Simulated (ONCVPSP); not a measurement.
**Potentials for Sc compared**

Generated with ld1.x 7.5 (TM, RRKJ, ultrasoft, PAW), atompaw 4.2 or ONCVPSP 4.0.1. The cutoff is in Ry: for ld1.x and atompaw files where the sum of valence levels is converged to 10 mRy in a Bessel basis, for ONCV files where the hardest occupied wave has 1 mHa per electron of residual kinetic energy. The error is the largest all-electron minus pseudo excitation energy over each file’s own four to seven test configurations (ionisations up to +4, promotions, holes and added fractions of an electron), all of which were solved. The labels leave out finer settings (local radius, basis sizes, second energies), which also bear on the numbers. Spin-polarised tests are not counted. The rows are a selection from randomly drawn settings: files with unsolved tests, undetermined cutoffs or missed reference levels are left out.

```csv
potential,cutoff (Ry),largest error (meV),bound ghosts
"ONCV, LDA (Perdew-Wang 92), scalar-relativistic, rc 2.15/1.10/2.30 (spd), local smoothed, core correction yes, reference 3s2 3p6 3d1 4s2, qcut 5/5.9/7.8, projectors 2/2/2",39,+141,none
"ONCV, PBEsol, scalar-relativistic, rc 1.70/1.80/1.35 (spd), local smoothed, core correction yes, reference 3s2 3p6 3d1 4s1, qcut 7.9/7.3/6.6, projectors 3/2/2",295,-53,none
"ONCV, BLYP, scalar-relativistic, rc 1.55/1.55/2.05/2.15 (spdf), local smoothed, core correction yes, reference 3s2 3p6 3d1 4s0.5, qcut 9.6/8.7/8.3/5.5, projectors 3/1/2/2",53,-56,none
```

(1) Fill in the row for Sc: ONCV, PBE, scalar-relativistic, rc 1.75/1.60/1.50 (spd), local d, core correction no, reference 3s2 3p6 3d1 4s1.75 4p0.25, qcut 7.3/8.1/12.6, projectors 2/3/0.

(2) Fill in the row for Sc: ONCV, BLYP, scalar-relativistic, rc 1.65/1.75/1.40 (spd), local smoothed, core correction yes, reference 3s2 3p6 3d1, qcut 5.6/7.9/6.9, projectors 2/2/3.

## Answers

(1) cutoff 90 Ry, largest error -1.1 meV, bound ghosts: none.

(2) cutoff 158 Ry, largest error +48 meV, bound ghosts: none.
